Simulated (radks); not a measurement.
Task: Species: Pb1.25+. Configuration: [Xe] 4f14 5d(up 5, down 4.75) 6s2 6p1 (fractional occupations, a model configuration). All-electron calculation, scalar-relativistic Kohn-Sham, PBE, spin-polarised, spherical densities, finite nucleus; open shells are filled with parallel spins first (spin-orbit coupling, left out, can overturn this in heavy ions); Fermi nuclear charge, rms radius 5.5012 fm. Program: a radial shooting solver on a logarithmic mesh with Libxc functionals. Some entries of the table are withheld. Estimate them.

| orbital | occ. | eigenvalue (eV) | <r^2> (bohr^2) | <1/r> (bohr^-1) |
|---|---|---|---|---|
| 1s up | 1 | -88085.53 | 0.0003575 | 101.3 |
| 1s down | 1 | -88085.52 | 0.0003575 | 101.3 |
| 2s up | 1 | -15765.97 | 0.005422 | 23.79 |
| 2s down | 1 | -15765.94 | 0.005422 | 23.79 |
| 2p up | 3 | -13531.07 | 0.004618 | 20.91 |
| 2p down | 3 | -13531.05 | 0.004618 | 20.91 |
| 3s up | 1 | -3793.465 | 0.03487 | 8.818 |
| 3s down | 1 | -3793.448 | 0.03487 | 8.818 |
| 3p up | 3 | -3152.238 | 0.03612 | 7.979 |
| 3p down | 3 | -3152.219 | 0.03612 | 7.979 |
| 3d up | 5 | -2496.621 | 0.02993 | 7.489 |
| 3d down | 5 | -2496.596 | 0.02993 | 7.488 |
| 4s up | 1 | -867.6567 | 0.1666 | 3.797 |
| 4s down | 1 | -867.6208 | 0.1666 | 3.797 |
| 4p up | 3 | -657.4025 | 0.1909 | 3.414 |
| 4p down | 3 | -657.3674 | 0.1909 | 3.414 |
| 4d up | 5 | -413.5569 | 0.2143 | 3.069 |
| 4d down | 5 | -413.5164 | 0.2143 | 3.069 |
| 5s up | 1 | -155.4515 | 0.8158 | 1.597 |
| 5s down | 1 | -155.2721 | 0.8154 | 1.598 |
| 4f up | 7 | -144.3478 | 0.2466 | 2.675 |
| 4f down | 7 | -144.2974 | 0.2465 | 2.676 |
| 5p up | 3 | -97.1975 | 1.074 | (1) |
| 5p down | 3 | -96.9895 | 1.073 | (2) |
| 5d up | 5 | -32.3177 | 1.942 | 1.015 |
| 5d down | 4.75 | -31.9964 | 1.923 | 1.018 |
| 6s up | 1 | -22.1408 | 5.512 | 0.5766 |
| 6s down | 1 | -21.3913 | 5.476 | 0.5801 |
| 6p up | 1 | -12.3754 | 9.509 | 0.4333 |
| 6p down | 0 | -11.5481 | 9.562 | 0.4329 |

Result: 
(1) 5p up <1/r> (bohr^-1): 1.366
(2) 5p down <1/r> (bohr^-1): 1.367
